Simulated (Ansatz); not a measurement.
Calculated with Ansatz (gas phase, PBE0-D4/def2-TZVP geometries, no zero-point term in ΔE). CCSD(T)/CBS is the MP2 limit (def2-TZVPP, def2-QZVPP) plus CCSD(T) − MP2 in def2-TZVPP, frozen cores. This one scheme is used for every species. DFT in def2-TZVPP. For Se outer-core shells are correlated without core-valence functions, which leaves a few kJ/mol of doubt a bond. Scalar relativity is left out up to krypton. Each species was taken in one conformer, which may not be the lowest.

`[F][Al]([SH])[Cl]` + H₂Se → `[F][Al]([Cl])[SeH]` + H₂S  (ligand exchange at the Al–S bond)

```csv
level,ΔE (kJ/mol),difference from CCSD(T)/CBS
PBE-D4,-5.9,2.4
r2SCAN-D4,-5.1,3.2
B97M-V,-0.8,7.5
PBE0-D4,-6.7,1.6
ωB97X-V,-5.3,3.0
PBE-QIDH,-7.3,1.0
BLYP,-4.7,3.6
PBE0,-6.5,1.8
r2SCANh,-5.6,2.7
CAM-B3LYP,-4.7,3.6
HF/def2-TZVPP,-7.2,1.1
HF/def2-QZVPP,-7.2,1.1
MP2/def2-QZVPP,-8.7,-0.4
SCS-MP2/def2-QZVPP,-7.8,0.5
MP2/CBS(def2),-9.4,-1.1
CCSD/CBS(def2),-8.5,-0.2
CCSD(T)/CBS,-8.3,0
```

Problem. What do rigid-rotor, harmonic-oscillator terms from PBE0-D4/def2-TZVP frequencies (298.15 K, 1 bar) make of the CCSD(T)/CBS value? (Estimate.)

Solution. The calculation gave: ΔZPE = +0.9 kJ/mol, ΔH = -6.7 kJ/mol, ΔS = 1 J/(mol·K), ΔG = -6.9 kJ/mol.

Largest T1 diagnostic among the species: 0.011.

Leaving LDA and LC-ωPBE aside and taking each functional with its dispersion term where it has one, the values, not all of them listed here, spread over 6.6 kJ/mol, from BHLYP-D4 to B97M-V.
